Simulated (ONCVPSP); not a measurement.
# Configuration tests for cerium (Ce) (ONCV)

```
Element                 : cerium (Ce)
Generator               : ONCVPSP 4.0.1
Type                    : optimised norm-conserving Vanderbilt (ONCV)
Functional              : PBEsol
Relativity              : fully relativistic
Frozen core             : [Kr] 4d10
Valence charge          : 12
Reference configuration : 4f1 5s2 5p6 5d1 6s2
Partial waves           : 5s+6s: rc 2.60 bohr, ncon 4, nbas 9, qcut 4.7 1/bohr, 2 projectors; 5p: rc 2.55 bohr, ncon 4, nbas 8, qcut 6.3 1/bohr, 2 projectors, debl 0.7 Ha; 5d: rc 3.80 bohr, ncon 3, nbas 7, qcut 4.7 1/bohr, 2 projectors, debl 2 Ha; 4f: rc 1.70 bohr, ncon 4, nbas 8, qcut 10.9 1/bohr, 2 projectors, debl 2 Ha
Local potential         : polynomial inside 1.10 bohr (lpopt 5, dvloc0 4 Ha)
Core correction         : Teter function, fcfact 4.25, rcfact 1.5
```

Open shells are filled in proportion to 2j + 1.

In the p channel the program set the typed energies aside and used -0.822, 0.250 Ha (j = l + 1/2; the other j can differ).

Energies are relative to the spin-unpolarised reference configuration 4f1 5s2 5p6 5d1 6s2; without spin polarisation the order of configurations can differ from experiment.

| valence configuration | charge | ΔE all-electron (eV) | error AE − PS (meV) |
| --- | --- | --- | --- |
| 4f1 5s2 5p6 5d1 6s1 | +1 | 6.103 | -0.8 |
| 4f1 5s2 5p6 5d1 6s0 | +2 | 17.140 | -6.7 |
| 4f0 5s2 5p6 5d1 6s2 | +1 | 12.426 | +405 |

(1) What are ΔE and the potential's error for 4f1 5s2 5p6 5d0 6s0?

Levels in the configuration 4f1 5s2 5p6 5d1 6s1:

```
   level  all-electron (eV)  pseudo (eV)
4f j=7/2            -11.194      -11.228
4f j=5/2            -11.528      -11.562
5s j=1/2            -46.482      -46.502
5p j=3/2            -28.278      -28.280
5p j=1/2            -31.051      -31.057
5d j=5/2             -8.489       -8.485
5d j=3/2             -8.720       -8.717
6s j=1/2             -8.516       -8.518
```

Note: ghosts flagged at negative energy: s at -79.4 eV; GHOST(+) flagged for p3/2 at 68.3 eV, p1/2 at 75.6 eV, d5/2 at 258.3 eV, d3/2 at 502.1 eV. A true bound ghost makes a file unfit for plane-wave use.

Answers

(1) ΔE = 36.266 eV all-electron; the error (AE − PS) is +13 meV.
